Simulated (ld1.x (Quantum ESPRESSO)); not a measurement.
# What one change does to a pseudopotential (Cr, RRKJ)

```json
{
 "Element": "Cr",
 "Generator": "ld1.x (Quantum ESPRESSO) 7.5",
 "Type": "norm-conserving RRKJ (Kleinman–Bylander form)",
 "Functional": "BP86",
 "Relativity": "scalar-relativistic",
 "Frozen core": "[Ne] 3s2",
 "Valence charge": "12",
 "Reference configuration": "3p6 3d4 4s0 4p0 (charge +2)",
 "Partial waves": "4s (bound, empty): rc 2.10 bohr; 3d (bound): rc 1.40 bohr; 3p (bound): rc 1.15 bohr",
 "Local potential": "the p channel",
 "Core correction": "a·sin(br)/r model core, default radius (core density twice the valence density)"
}
```

Change: core correction none.

Cutoffs: the cutoffs (Ry, on a coarse ladder) from which the occupation-weighted sum of valence levels, in a spherical-Bessel basis at the reference potential, stays within 10 and 1 mRy of its value at 400 Ry; they do not see the model core or the augmentation charge, which bear on the density cutoff. Errors are all-electron minus pseudo energies relative to the spin-unpolarised reference configuration.

Problem. Predict the effect on cutoff, ghosts and configuration errors.

Solution. The potential gets neither clearly harder nor softer (90 Ry and 120 Ry → 90 Ry and 120 Ry); both files keep a bound ghost (s); of the 7 tests that both files solve, the error grows in 2 and shrinks in 4 by more than 15 % and 0.3 meV (median size 16.1 → 8.8 meV). The default core radius of the base comes out at 0.46 bohr.

```csv
quantity,base,changed
"cutoff, loose",90 Ry,90 Ry
"cutoff, tight",120 Ry,120 Ry
bound ghosts,s,s
"error for 3p6 3d5 4s1 4p0, meV [ΔE -23.22 eV]",+18,+28
"error for 3p6 3d5 4s0 4p0, meV [ΔE -16.15 eV]",-13,-4.1
"error for 3p6 3d3 4s0 4p0, meV [ΔE 30.80 eV]",-16,+7.3
"error for 3p6 3d6 4s0 4p0, meV [ΔE -21.46 eV]",-26,-8.8
"error for 3p5 3d5 4s1 4p0, meV [ΔE 28.41 eV]",-107,-91
"error for 3p6 3d4 4s1 4p0, meV [ΔE -15.07 eV]",-9.6,-6.5
"error for 3p6 3d5.5 4s0.5 4p0, meV [ΔE -22.49 eV]",+0.9,+14
s: phases at 2.29 bohr within 0.05 rad from the reference energy up to (Ry; the scan ends near 5),2.1,2.1
p: phases at 2.29 bohr within 0.05 rad from the reference energy up to (Ry; the scan ends near 5),to the end of the scan,to the end of the scan
d: phases at 2.29 bohr within 0.05 rad from the reference energy up to (Ry; the scan ends near 5),0.8,0.8
```

Base: These tests converged, but a pseudo level misses the all-electron one widely, so the file describes the atom poorly there or has found another state: 3p6 3d3 4s0 4p0: empty 4s by 3.3 eV (a node warning on the way). Changed file: These tests converged, but a pseudo level misses the all-electron one widely, so the file describes the atom poorly there or has found another state: 3p6 3d3 4s0 4p0: empty 4s by 3.2 eV (a node warning on the way). A true bound ghost makes a file unfit for plane-wave use even where its test errors are small: the radial tests pick states by their node count and pass the ghost by.
